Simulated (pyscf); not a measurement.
PySCF, gas phase, ωB97X-D3(BJ)/def2-SVP geometries.

Question: What is the homolytic dissociation enthalpy (298 K, ωB97M-D3(BJ)/def2-TZVP) of the O–Si bond of `[CH3][CH]([CH3])[O][Si]([OH])([OH])[OH]`, to H₃C–CH(CH₃)–O• + HO–Si•(OH)–OH?

Answer: O–Si to H₃C–CH(CH₃)–O• + HO–Si•(OH)–OH: 523.7 kJ/mol. The 7 functionals that were run give +466.0 (PBE) to +531.3 kJ/mol (M06-2X). H₃C–CH(CH₃)–O• lies 21.4 kJ/mol over its isomer H₃C–CH₂–CH•–OH (electronic energy, ωB97M-D3(BJ)). Other isomers of HO–Si•(OH)–OH were not searched in full and may lie lower.
